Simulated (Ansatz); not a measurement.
Consider the ligand exchange at the Si–S bond: `O[SiH](O)S[SiH3]` + NH₃ → `N[SiH](O)O` + `[SiH3]S`.

Calculated with Ansatz (gas phase, PBE0-D4/def2-TZVP geometries, no zero-point term in ΔE). CCSD(T)/CBS adds triple-zeta CCSD(T) − MP2 to the extrapolated MP2 energy (def2 sets, frozen cores). This one scheme is used for every species. DFT in def2-TZVPP. HSE06 is defined as in plane-wave codes. Each species was taken in one conformer, which may not be the lowest.

`O[SiH](O)S[SiH3]`:

Z-matrix (Å, degrees):
```
Si
O 1 1.636
S 1 2.139 2 106.4
O 1 1.628 2 108.6 3 122.9
H 1 1.478 2 113.7 3 -121.0
H 2 0.959 1 117.5 3 36.9
Si 3 2.140 1 98.0 2 -159.1
H 4 0.959 1 117.9 2 -59.6
H 7 1.484 3 110.9 1 -51.9
H 7 1.483 3 105.9 1 -171.4
H 7 1.484 3 110.9 1 69.6
```

NH₃:

Z-matrix (Å, degrees):
```
N
H 1 1.013
H 1 1.013 2 107.1
H 1 1.013 2 107.1 3 -114.5
```

`N[SiH](O)O`:

Cartesian coordinates in Å:
```
N 0.042 -0.832 0.942
Si -0.063 0.566 -0.044
O -1.391 0.393 -0.988
O 1.368 0.709 -0.832
H 0.863 -0.983 1.508
H -0.781 -1.173 1.412
H -0.250 1.873 0.614
H -1.524 -0.462 -1.401
H 1.737 -0.090 -1.213
```

`[SiH3]S`:

```xyz
6

Si    0.108   -0.060    0.513
S     0.464    0.509   -1.516
H    -1.053    0.666    1.089
H     1.347    0.313    1.236
H    -0.132   -1.520    0.638
H    -0.734    0.093   -1.960
```

| level | ΔE (kJ/mol) |
| --- | --- |
| HSE06 | 6.2 |
| MP2/def2-TZVPP | 5.8 |
| CCSD(T)/def2-TZVPP | 1.2 |
| CCSD/CBS(def2) | 1.1 |

What does CCSD(T)/CBS give? (An estimate is asked.)

Computed: +4.7 kJ/mol. The listed levels differ from it by 1.5, 1.1, -3.5, -3.6 kJ/mol.

Largest T1 diagnostic among the species: 0.012.

In def2-TZVPP, CCSD(T) changes the Hartree–Fock value by +12.8 kJ/mol (the triples alone add +3.6 kJ/mol) and MP2 by +17.3 kJ/mol. At CCSD(T), def2-SVP lies −4.8 kJ/mol from the extrapolated value and def2-TZVPP −3.5 kJ/mol. From BLYP to BHLYP (50 % exact exchange), in def2-TZVPP and without D4, ΔE moves by −3.6 kJ/mol.
